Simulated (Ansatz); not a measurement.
`F[Si](F)(F)Br`. Total charge 0; spin multiplicity 1. Correlated methods include outer-core shells of Br, which these sets cover unevenly. Scalar relativity is left out up to krypton.

Z-matrix (Å, degrees):
```
Si
F 1 1.567
F 1 1.567 2 108.3
Br 1 2.163 2 110.6 3 -121.3
F 1 1.567 2 108.3 3 117.4
```

(1) Give the diagnostics of a CCSD(T)/def2-TZVPP run (frozen core, Ansatz). (Estimate.)

## Answers

(1) Ansatz gave: T1 = 0.0100, largest single amplitude 0.018, largest double 0.028, (T) share of the correlation energy 2.9 %, 8 CCSD cycles. The RHF solution is stable towards an unrestricted one. T1 lies under the customary mark of 0.02 for closed shells.
